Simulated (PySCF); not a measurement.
CH4N2S, SMILES NC(N)=S. Geometry optimised at PBE-D3(BJ)/def2-SVP. One conformer was computed; it need not be the lowest.

Task: Give the equilibrium geometry at PBE-D3(BJ)/def2-SVP (PySCF confirms it by a frequency run) as a Z-matrix, and its point group. (Estimate from the structure and the level; the computed values follow.)

Result: This is not unique; one that fits is point group C2.
```
C
N 1 1.3726
H 2 1.0198 1 114.76
H 2 1.0227 3 116.40 1 147.46
N 1 1.3726 2 115.01 3 170.42
H 5 1.0198 1 114.76 2 170.42
H 5 1.0227 6 116.40 1 147.46
S 1 1.6718 2 122.50 3 -9.58
```
